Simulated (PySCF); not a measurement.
Record of a relaxation.

Compound: CH9OPSi2.
Atom-mapped SMILES: `[SiH3:1][O:2][CH2:3][SiH2:4][PH2:5]` (hydrogens: H6, H7, H8 on Si1; H9, H10 on C3; H11, H12 on Si4; H13, H14 on P5)

Computed by this run: PySCF, PBE0-D3(BJ)/def2-SVP geometry optimisation, gas phase; density fitting, grid level 1; the optimiser is geomeTRIC in internal coordinates, started from a GFN2-xTB structure with every atom displaced at random (about 0.01 Å). The frame can shift and turn from step to step; on so coarse a grid that alone can change the energy by a few meV, and forces under 0.02 eV/Å are noise.

Step 0: E = -28250.9805 eV, largest atomic force 2.472 eV/Å
```
atom  x, y, z in Å  |  force x, y, z in eV/Å
Si1    -2.354    0.631    0.275   -1.429   1.437  -0.077
O2     -0.852    0.208   -0.042    2.312  -0.671  -0.561
C3     -0.171   -0.926    0.417    1.432   0.914   0.515
Si4     1.587   -0.851   -0.434   -1.643  -0.005   0.516
P5      2.393    1.116    0.175    0.049   0.083   1.548
H6     -2.444    1.840   -0.580   -0.478   0.196   0.072
H7     -2.559    0.938    1.696   -0.131   0.123   0.553
H8     -3.295   -0.399   -0.122   -0.673  -0.642  -0.236
H9     -0.712   -1.824    0.196   -0.510  -1.115  -0.395
H10    -0.071   -0.887    1.526    0.128  -0.069  -0.176
H11     2.406   -1.933    0.079    0.596  -0.586   0.260
H12     1.345   -1.028   -1.864    0.036  -0.064  -0.655
H13     3.285    1.225   -0.859    1.031   0.060  -0.993
H14     1.435    1.875   -0.485   -0.720   0.338  -0.370
```

Step 1: E = -28251.3163 eV, largest atomic force 0.389 eV/Å
```
atom  x, y, z in Å  |  force x, y, z in eV/Å
Si1    -2.407    0.688    0.267    0.199  -0.153  -0.013
O2     -0.824    0.247   -0.069   -0.285   0.250  -0.088
C3     -0.148   -0.892    0.416   -0.050  -0.165  -0.115
Si4     1.575   -0.885   -0.419   -0.230  -0.048   0.110
P5      2.479    1.092    0.189    0.115   0.164  -0.206
H6     -2.722    1.923   -0.510    0.139  -0.075   0.011
H7     -2.576    0.959    1.728   -0.009  -0.013   0.029
H8     -3.350   -0.404   -0.134    0.020  -0.003   0.020
H9     -0.704   -1.829    0.179    0.139   0.152   0.014
H10    -0.043   -0.860    1.517    0.042  -0.004   0.032
H11     2.421   -2.004    0.107   -0.034   0.021  -0.010
H12     1.392   -1.058   -1.893    0.030   0.003  -0.003
H13     3.424    1.171   -0.894   -0.144  -0.058   0.170
H14     1.472    1.836   -0.507    0.070  -0.071   0.049
```

Step 2: E = -28251.3318 eV, largest atomic force 0.148 eV/Å
```
atom  x, y, z in Å  |  force x, y, z in eV/Å
Si1    -2.415    0.670    0.277    0.068  -0.039   0.005
O2     -0.835    0.265   -0.083   -0.090   0.100  -0.062
C3     -0.156   -0.872    0.401   -0.028  -0.056   0.021
Si4     1.563   -0.871   -0.413   -0.034  -0.007   0.031
P5      2.488    1.103    0.186    0.034   0.042  -0.028
H6     -2.717    1.904   -0.495    0.015   0.013  -0.008
H7     -2.577    0.928    1.742   -0.008  -0.025   0.003
H8     -3.346   -0.429   -0.128    0.004  -0.009   0.022
H9     -0.700   -1.808    0.160    0.021   0.015  -0.005
H10    -0.051   -0.843    1.504    0.013  -0.009   0.005
H11     2.390   -1.993    0.129   -0.005  -0.009   0.002
H12     1.403   -1.052   -1.888    0.020   0.006  -0.005
H13     3.440    1.136   -0.880   -0.016  -0.021   0.025
H14     1.504    1.844   -0.536    0.006  -0.001  -0.005
```

Step 3: E = -28251.3362 eV, largest atomic force 0.078 eV/Å
```
atom  x, y, z in Å  |  force x, y, z in eV/Å
Si1    -2.430    0.656    0.285   -0.026   0.015   0.021
O2     -0.852    0.285   -0.100    0.059  -0.002  -0.051
C3     -0.168   -0.851    0.384   -0.005   0.021   0.044
Si4     1.559   -0.857   -0.406    0.015   0.013   0.003
P5      2.506    1.113    0.181   -0.023  -0.005   0.041
H6     -2.755    1.896   -0.469   -0.021   0.010   0.003
H7     -2.579    0.886    1.757   -0.004  -0.008  -0.001
H8     -3.345   -0.458   -0.117   -0.006  -0.004   0.002
H9     -0.704   -1.787    0.138   -0.016  -0.031  -0.015
H10    -0.069   -0.824    1.488    0.001  -0.009  -0.003
H11     2.366   -1.983    0.160   -0.001  -0.008   0.006
H12     1.431   -1.047   -1.883    0.004   0.003  -0.001
H13     3.478    1.097   -0.864    0.029  -0.008  -0.029
H14     1.553    1.856   -0.577   -0.006   0.015  -0.020
```

Step 4: E = -28251.3378 eV, largest atomic force 0.095 eV/Å
```
atom  x, y, z in Å  |  force x, y, z in eV/Å
Si1    -2.441    0.648    0.290   -0.059   0.017   0.032
O2     -0.863    0.299   -0.117    0.080  -0.030  -0.040
C3     -0.177   -0.836    0.370    0.000   0.029   0.035
Si4     1.559   -0.847   -0.399    0.023   0.012  -0.009
P5      2.516    1.122    0.178   -0.031  -0.011   0.030
H6     -2.793    1.891   -0.445   -0.017   0.004   0.003
H7     -2.575    0.855    1.766    0.004   0.003  -0.003
H8     -3.347   -0.476   -0.108   -0.003   0.002  -0.010
H9     -0.708   -1.775    0.118   -0.014  -0.021  -0.011
H10    -0.085   -0.810    1.474   -0.005  -0.009  -0.001
H11     2.348   -1.975    0.188    0.004  -0.001   0.004
H12     1.457   -1.047   -1.877   -0.006  -0.001   0.002
H13     3.508    1.069   -0.847    0.024  -0.002  -0.020
H14     1.591    1.865   -0.615    0.001   0.008  -0.014
```

Step 5: E = -28251.3386 eV, largest atomic force 0.055 eV/Å
```
atom  x, y, z in Å  |  force x, y, z in eV/Å
Si1    -2.447    0.643    0.293   -0.040   0.009   0.025
O2     -0.871    0.303   -0.133    0.041  -0.027  -0.024
C3     -0.184   -0.830    0.358    0.005   0.015   0.020
Si4     1.560   -0.841   -0.393    0.011   0.004  -0.007
P5      2.515    1.131    0.178   -0.021  -0.005   0.005
H6     -2.818    1.889   -0.428   -0.004  -0.001   0.000
H7     -2.564    0.838    1.772    0.006   0.004  -0.003
H8     -3.351   -0.483   -0.102    0.001   0.005  -0.010
H9     -0.710   -1.771    0.103   -0.003  -0.001  -0.006
H10    -0.099   -0.805    1.463   -0.006  -0.007   0.001
H11     2.341   -1.965    0.211    0.007   0.005   0.000
H12     1.477   -1.051   -1.871   -0.009  -0.003   0.002
H13     3.528    1.055   -0.827    0.008   0.000   0.001
H14     1.613    1.870   -0.646    0.005   0.001  -0.004
```

Step 6: E = -28251.3391 eV, largest atomic force 0.021 eV/Å
```
atom  x, y, z in Å  |  force x, y, z in eV/Å
Si1    -2.449    0.641    0.294   -0.001   0.003   0.008
O2     -0.875    0.300   -0.149   -0.013  -0.015  -0.007
C3     -0.189   -0.830    0.348    0.009  -0.001   0.008
Si4     1.562   -0.837   -0.388    0.000  -0.004  -0.002
P5      2.504    1.141    0.179   -0.010   0.003  -0.014
H6     -2.830    1.890   -0.417    0.006  -0.003  -0.002
H7     -2.547    0.831    1.775    0.004   0.002  -0.001
H8     -3.359   -0.483   -0.096    0.002   0.004  -0.005
H9     -0.710   -1.774    0.089    0.004   0.014  -0.002
H10    -0.113   -0.806    1.453   -0.005  -0.003   0.002
H11     2.341   -1.954    0.232    0.008   0.007  -0.003
H12     1.494   -1.058   -1.865   -0.007  -0.003   0.002
H13     3.539    1.051   -0.802   -0.004   0.001   0.016
H14     1.623    1.872   -0.675    0.007  -0.003   0.003
```

Step 7: E = -28251.3397 eV, largest atomic force 0.083 eV/Å
```
atom  x, y, z in Å  |  force x, y, z in eV/Å
Si1    -2.448    0.640    0.293    0.055  -0.002  -0.021
O2     -0.882    0.285   -0.177   -0.081   0.002   0.019
C3     -0.195   -0.840    0.332    0.016  -0.019  -0.006
Si4     1.566   -0.834   -0.380   -0.011  -0.012   0.006
P5      2.472    1.160    0.184    0.003   0.011  -0.028
H6     -2.834    1.892   -0.410    0.015  -0.004  -0.004
H7     -2.512    0.831    1.776   -0.002  -0.004   0.001
H8     -3.374   -0.474   -0.082    0.001   0.000   0.004
H9     -0.708   -1.788    0.066    0.009   0.025   0.001
H10    -0.135   -0.815    1.438   -0.003   0.001   0.001
H11     2.350   -1.934    0.264    0.008   0.006  -0.007
H12     1.520   -1.071   -1.856   -0.003  -0.001   0.001
H13     3.547    1.059   -0.754   -0.014   0.001   0.025
H14     1.623    1.872   -0.718    0.007  -0.006   0.008
```

Step 8: E = -28251.3401 eV, largest atomic force 0.139 eV/Å
```
atom  x, y, z in Å  |  force x, y, z in eV/Å
Si1    -2.440    0.641    0.291    0.101  -0.006  -0.049
O2     -0.891    0.254   -0.214   -0.129   0.019   0.048
C3     -0.203   -0.863    0.311    0.021  -0.031  -0.018
Si4     1.570   -0.832   -0.370   -0.017  -0.015   0.012
P5      2.414    1.189    0.192    0.012   0.015  -0.028
H6     -2.820    1.897   -0.411    0.018  -0.004  -0.005
H7     -2.460    0.843    1.773   -0.009  -0.008   0.004
H8     -3.396   -0.455   -0.059   -0.001  -0.004   0.012
H9     -0.702   -1.815    0.037    0.009   0.029   0.002
H10    -0.163   -0.835    1.418    0.001   0.005   0.000
H11     2.370   -1.904    0.303    0.005   0.004  -0.008
H12     1.555   -1.089   -1.843    0.003   0.002  -0.001
H13     3.544    1.083   -0.680   -0.019   0.000   0.024
H14     1.611    1.870   -0.772    0.005  -0.005   0.008
```

Step 9: E = -28251.3404 eV, largest atomic force 0.128 eV/Å
```
atom  x, y, z in Å  |  force x, y, z in eV/Å
Si1    -2.429    0.645    0.285    0.098  -0.007  -0.053
O2     -0.897    0.221   -0.241   -0.114   0.023   0.054
C3     -0.207   -0.890    0.295    0.018  -0.025  -0.020
Si4     1.574   -0.832   -0.361   -0.015  -0.010   0.013
P5      2.355    1.214    0.200    0.012   0.014  -0.016
H6     -2.790    1.901   -0.423    0.012  -0.002  -0.004
H7     -2.418    0.861    1.766   -0.012  -0.008   0.004
H8     -3.416   -0.432   -0.037   -0.003  -0.006   0.013
H9     -0.694   -1.846    0.015    0.004   0.018   0.001
H10    -0.183   -0.861    1.404    0.003   0.005  -0.001
H11     2.393   -1.876    0.331    0.001  -0.001  -0.006
H12     1.585   -1.102   -1.832    0.006   0.004  -0.001
H13     3.528    1.115   -0.613   -0.012  -0.002   0.013
H14     1.589    1.866   -0.812    0.003  -0.003   0.003
```

Step 10: E = -28251.3408 eV, largest atomic force 0.057 eV/Å
```
atom  x, y, z in Å  |  force x, y, z in eV/Å
Si1    -2.424    0.647    0.282    0.045  -0.004  -0.029
O2     -0.899    0.207   -0.241   -0.047   0.009   0.031
C3     -0.207   -0.902    0.295    0.008  -0.005  -0.013
Si4     1.575   -0.833   -0.359   -0.006  -0.001   0.006
P5      2.336    1.220    0.204    0.001   0.008   0.001
H6     -2.770    1.902   -0.438    0.002   0.001  -0.001
H7     -2.415    0.873    1.761   -0.007  -0.003   0.002
H8     -3.422   -0.422   -0.032   -0.003  -0.003   0.007
H9     -0.690   -1.858    0.011   -0.001   0.000   0.000
H10    -0.184   -0.875    1.403    0.003   0.001  -0.001
H11     2.404   -1.869    0.333   -0.002  -0.003  -0.001
H12     1.591   -1.101   -1.830    0.004   0.003  -0.001
H13     3.518    1.128   -0.594    0.001  -0.004   0.001
H14     1.576    1.865   -0.817    0.001   0.000  -0.002
```

Step 11: E = -28251.3410 eV, largest atomic force under 0.02 eV/Å
```
atom  x, y, z in Å  |  force x, y, z in eV/Å
Si1    -2.426    0.646    0.280   -0.001   0.001  -0.005
O2     -0.900    0.207   -0.236    0.005  -0.005   0.011
C3     -0.206   -0.903    0.296   -0.001   0.007  -0.007
Si4     1.575   -0.831   -0.359    0.002   0.003  -0.001
P5      2.339    1.221    0.206   -0.005   0.002   0.008
H6     -2.768    1.900   -0.443   -0.004   0.001   0.001
H7     -2.426    0.874    1.759   -0.001   0.001  -0.001
H8     -3.423   -0.424   -0.034   -0.001   0.000  -0.001
H9     -0.690   -1.858    0.011   -0.002  -0.006  -0.001
H10    -0.182   -0.877    1.404    0.002  -0.001   0.000
H11     2.404   -1.869    0.330   -0.001  -0.002   0.001
H12     1.592   -1.096   -1.830    0.000   0.002   0.000
H13     3.520    1.126   -0.592    0.006  -0.003  -0.003
H14     1.580    1.867   -0.816    0.001   0.001  -0.004
```

Question: Summarise the path.

Answer: The energy falls by 0.3604 eV from step 0 to step 11; nine tenths of that is first reached at step 1. It falls at every step. The largest force goes from 2.472 to under 0.02 eV/Å. Among the bonds Si1–O2 changes most, from 1.592 to 1.669 Å; the atoms move by 0.224 Å rms after alignment.

Hardware: one thread of an Arm Neoverse V1, no GPU, shared host with 32 logical CPUs at a one-minute load of 28.
